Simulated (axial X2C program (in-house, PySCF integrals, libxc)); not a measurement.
# Lu: configurations by level of theory

Calculated with an in-house all-electron X2C program for linear molecules (integrals from PySCF), basis dyall-cv3z (cores contracted in-house), spin-free (one-electron X2C) and two-component (2c, atomic mean-field Coulomb and Gaunt terms). Energies in eV from the lowest row of each column (rows without correlated energies are left out; n/a marks j-coupled starts, which PBE0 does not hold); electrons by l are Mulliken totals of the Hartree–Fock solution, and PBE0 can relax to another configuration under the same block occupation. Coupled cluster uses truncated natural virtuals with an MP2 remainder. Frozen shells in the correlated columns: 4 s, 3 p, 2 d.

Spin-free determinants:

| electrons by l | M_S, M_L | HF | MP2 | CCSD(T) | PBE0 |
| --- | --- | --- | --- | --- | --- |
| s12 p24 d21 f14 | 1/2, 0 | 0.00 | 0.01 | 0.00 | 0.00 |
| s12 p24 d21 f14 | 1/2, 1 | 0.05 | 0.01 | 0.01 | 0.06 |
| s12 p24 d21 f14 | 1/2, 2 | 0.00 | 0.00 | 0.03 | 0.10 |
| s11.9 p25 d20 f14 | 1/2, 1 | 0.34 | 0.84 | 0.65 | 0.90 |

Two-component determinants:

```tsv
electrons by l	2M_J	HF	MP2	CCSD(T)	PBE0
s12 p24 d21 f14	1	0.13	0.01	0.00	0.00
s12 p24 d21 f14	3	0.07	0.00	0.03	0.00
s12 p24 d21 f14	3	0.29	0.27	0.24	n/a
s12 p24 d21 f14	5	0.26	0.27	0.27	0.25
s11.8 p25 d20.2 f14	1	0.00	0.78	0.61	0.68
```

Ground level as tabulated from the NIST Atomic Spectra Database (leading term): 2S+1 = 2, L = 2, J = 3/2.

Single determinants need not be terms or J levels, so several rows can belong to one term; PBE0 has no current term and treats spin collinearly, and Hartree–Fock breaks spherical symmetry, which spreads rows that should be degenerate. The search is wide but not exhaustive and can miss a configuration; gaps between s and d configurations can be off by some tenths of an eV with this basis and core.

The run took 13 min on 1 thread of Arm Neoverse N1, on a shared host.
